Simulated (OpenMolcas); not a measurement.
# neutral antimony: Slater's ratio, thermal populations, worked from levels

- Program: OpenMolcas
- Basis: ANO-RCC [10s9p8d5f3g]
- Scalar Hamiltonian: DKH2, point nucleus
- Active space: 5 electrons in 9 orbitals (RAS2 5s 5p; RAS3 5d, at most 2 electrons)
- State averaging: 2S+1 = 4 odd, 1 root; 2S+1 = 2 odd, 8 roots; 2S+1 = 4 even, 3 roots; 2S+1 = 2 even, 8 roots
- Spin-orbit coupling: state interaction with AMFI integrals over the reference wave functions, term energies averaged over their components

Methods: RASSCF; SS-RASPT2, IPEA 0.25 Eh, imaginary shift 0.1 Eh (closed shells correlated: 4d). Measured levels: NIST Handbook of Basic Atomic Spectroscopic Data.

**Slater's ratio.** With one set of orbitals, p3 has 2D* - 4S* = 9 F2 and 2P* - 2D* = 6 F2 (F2 = F²/25), a ratio of 2/3. Term energies are centres of gravity, weighted by 2J + 1.

```csv
Source,2D* - 4S*,2P* - 4S*,F2 from the first,Ratio
RASSCF,12448,20788,1383,0.670
SS-RASPT2,9361,17816,1040,0.903
measured,9317,17775,1035,0.908
```

Energies in cm-1. A ratio away from 2/3 shows effects beyond one configuration with one set of orbitals, and in heavier atoms second-order spin-orbit shifts.

**Thermal populations.** Z = Σ (2J + 1) exp(-E/kT) with k = 0.695035 cm-1/K, over the levels below. No other level of either list lies under 43200 cm-1, which is above 7 kT at each temperature.

```tsv
Level	2J + 1	SS-RASPT2	measured
5s2 5p3 4S* 3/2	4	0.0	0.0
5s2 5p3 2D* 3/2	4	8750	8512
5s2 5p3 2D* 5/2	6	9770	9854
5s2 5p3 2P* 1/2	2	16860	16395
5s2 5p3 2P* 3/2	4	18290	18464
```

```tsv
T (K)	Z, SS-RASPT2	Z, measured levels	Ground level (%), SS-RASPT2	Ground level (%), measured levels
5000	4.720	4.735	84.8	84.5
8000	6.110	6.134	65.5	65.2
```

At 8000 K, kT = 5560 cm-1, and the computed levels give Z = 4.000 + 0.829 + 1.035 + 0.096 + 0.149 = 6.110.

The run also gave levels led by 5s2 5p2 5d, which use shells meant for correlation; these and all levels above them are left out. Measured partners are found by configuration, term and J. A level has none where our copy of the source lacks it or the pairing is in doubt (some pairs that miss far off the trend of their configuration count as doubtful), and it then counts in no deviation. Only configurations of the active space appear.

* marks odd parity.
